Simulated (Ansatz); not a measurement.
Gas-phase electronic energies from Ansatz, PBE0-D4/def2-TZVP geometries. CBS: MP2 limit from def2 TZ/QZ plus the TZ coupled-cluster correction, frozen cores. This one scheme is used for every species. DFT in def2-TZVPP. For Ga outer-core shells are correlated without core-valence functions, which leaves a few kJ/mol of doubt a bond. Scalar relativity is left out up to krypton. Each species was taken in one conformer, which may not be the lowest.

`O[B](Cl)[GaH2]` + H₂ → `OBCl` + `[GaH3]`  (hydrogenolysis of a B–Ga bond)

```json
{"level": "RPA@PBE/def2-TZVPP", "ΔE (kcal/mol)": "-8.0"}
{"level": "CCSD/def2-SVP", "ΔE (kcal/mol)": "-11.8"}
```

Problem. What does CCSD(T)/CBS give? (Estimate.)

Solution. Computed: -6.8 kcal/mol. The listed levels differ from it by -1.2, -5.0 kcal/mol.

Largest T1 diagnostic among the species: 0.014.

From r2SCAN to r2SCAN0 (25 % exact exchange), in def2-TZVPP and without D4, ΔE moves by −1.3 kcal/mol. In def2-TZVPP, CCSD(T) changes the Hartree–Fock value by +7.5 kcal/mol (the triples alone add +1.3 kcal/mol) and MP2 by +8.0 kcal/mol.
